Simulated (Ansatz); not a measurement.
Relaxation of F$_{4}$H$_{4}$NOTa (11 atoms, charge 0, multiplicity 1), to a largest force component of 0.03 eV/Å in at most 50 steps.

Method: RKS PBE0/def2-SVP in Ansatz 0.2.0.

```xyz
11
Properties=species:S:1:pos:R:3
Ta -0.474 -0.249 0.213
N 2.863 -0.132 0.237
H 3.453 0.102 1.030
H 3.406 -0.014 -0.614
F 0.060 0.529 1.816
F 0.230 -0.028 -1.495
F -1.568 1.257 -0.098
F -2.040 -1.254 0.267
O 0.534 -1.914 0.540
H 0.465 -2.867 0.619
H 2.596 -1.131 0.320
```

Problem. Where does it end, and by what steps?

Solution. It converged. The force dipped under the threshold on the way, but the program's further checks kept it going. After 34 steps the energy has fallen by 1.172 eV; F7 moved furthest, 1.58 Å. Joined: Ta1–N2 (3.34 → 2.33 Å).

| step | energy less start (eV) | largest force component (eV/Å) | accepted |
| --- | --- | --- | --- |
| 0 | 0.0000 | 1.355 | yes |
| 2 | -0.5334 | 0.863 | yes |
| 4 | -0.8844 | 0.739 | yes |
| 6 | -1.0041 | 0.420 | yes |
| 8 | -1.0869 | 1.714 | yes |
| 10 | -1.1450 | 0.189 | yes |
| 12 | -1.1634 | 0.033 | yes |
| 14 | -1.1640 | 0.080 | yes |
| 16 | -1.1364 | 0.838 | no |
| 18 | -1.1639 | 0.277 | no |
| 20 | -1.1661 | 0.008 | yes |
| 22 | -1.1663 | 0.191 | no |
| 24 | -1.1680 | 0.037 | yes |
| 26 | -1.1690 | 0.088 | yes |
| 28 | -1.1700 | 0.135 | yes |
| 30 | -1.1709 | 0.013 | yes |
| 32 | -1.1713 | 0.070 | yes |
| 34 | -1.1716 | 0.004 | yes |

```xyz
11
Properties=species:S:1:pos:R:3
Ta -0.062 -0.461 0.191
N 2.239 -0.070 0.207
H 2.651 -0.153 1.136
H 2.362 0.898 -0.097
F 0.199 0.130 1.978
F 0.389 -0.840 -1.616
F -0.005 1.378 -0.301
F -1.928 -0.577 0.123
O 0.309 -2.237 0.692
H 0.609 -3.103 0.960
H 2.762 -0.663 -0.438
```

Whether the end is a true minimum wasn't checked by a vibrational analysis.

The run took 120 s on 4 threads of Arm Neoverse V1 (shared host), peak memory 0.41 GiB.
